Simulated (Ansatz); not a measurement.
Molecule: bromoborane, sum formula BH2Br, net charge 0, singlet state. 
Structure (B3LYP-D3(BJ)/def2-TZVP (Ansatz, a first-principles code) minimum search):
SMILES: BBr
```xyz
4

B     -1.5458     0.1038    -0.1796
Br     0.3404    -0.0229     0.0396
H     -1.9662     0.9940    -0.8363
H     -2.2187    -0.7130     0.3500
```

Basis-set convergence of Hartree-Fock and CCSD correlation energies (hartree) with Ansatz. Cores are frozen in the correlated levels unless marked. No spin-orbit coupling. The frozen core is the preceding noble-gas configuration, with the filled d and f shells of earlier blocks. Non-relativistic.

| basis | functions | E(HF) | E(corr, CCSD) |
|---|---|---|---|
| def2-SVP | 56 | -2597.94527 | -0.23293 |
| def2-TZVPP | 107 | -2598.28902 | -0.29456 |
| def2-QZVPP | 206 | -2598.33963 | -0.31603 |

Extrapolating the two largest sets (X = 3 and 4) as X^-3: E(corr) = (64·(-0.31603) - 27·(-0.29456))/37 = -0.3317 Eh, an estimate of the basis-set limit. The largest set recovers 95.3 % of it, the smallest 70.2 %.
